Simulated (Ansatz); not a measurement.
Ideal-gas functions of `O[Si](O)O` radical at 600 K and 1 bar, from an Ansatz frequency run at PBE0-D4/def2-TZVP.

Molar mass 79.11 g/mol, point group C1 (symmetry number 1), electronic degeneracy 2, moments of inertia 66.208, 74.115, 127.572 u Å². Harmonic wavenumbers (cm⁻¹, unscaled): 99, 206, 232, 287, 325, 388, 773, 805, 817, 827, 939, 966, 3874, 3910, 3915.

Use S(trans) = R[1.5 ln M + 2.5 ln T − 1.1517]; rotational temperatures θ = 24.2544 K / I; S(rot) = R[ln(√π/σ · √(T³/θAθBθC)) + 1.5]; for each mode x = 1.438777 ν̃/T, S = R[x/(eˣ − 1) − ln(1 − e⁻ˣ)] and H = RT x/(eˣ − 1); 1 cm⁻¹ = 0.0119627 kJ/mol; R = 8.31446 J/(mol·K).

**Question.** By hand: the entropy, in J/(mol·K).

**Answer.** Translation 177.9. Rotation: θ = 0.3663, 0.3273, 0.1901 K, giving 112.7. Vibration, mode by mode: 20.29, 14.26, 13.30, 11.58, 10.59, 9.21, 4.28, 4.03, 3.94, 3.86, 3.13, 2.97, 0.01, 0.01, 0.01, in all 101.5. Electronic 5.8. Sum 397.9 J/(mol·K).

**Question.** By hand: H − E and G − E in kJ/mol, counted from the electronic energy.

**Answer.** Zero-point energy ½ × 18363 × 0.0119627 = 109.8; thermal vibration 30.9; translation, rotation and pV give 4 RT = 20.0. H − E = 160.7 kJ/mol, and G − E = 160.7 − 600 × 397.9/1000 = -78.0 kJ/mol.

Vibration gives 26 % of the entropy, 20.3 J/(mol·K) of it from the mode under 150 cm⁻¹: soft modes count most, and the harmonic formula is weakest for them. The sum counts one conformer and one mirror image; others add a mixing term.
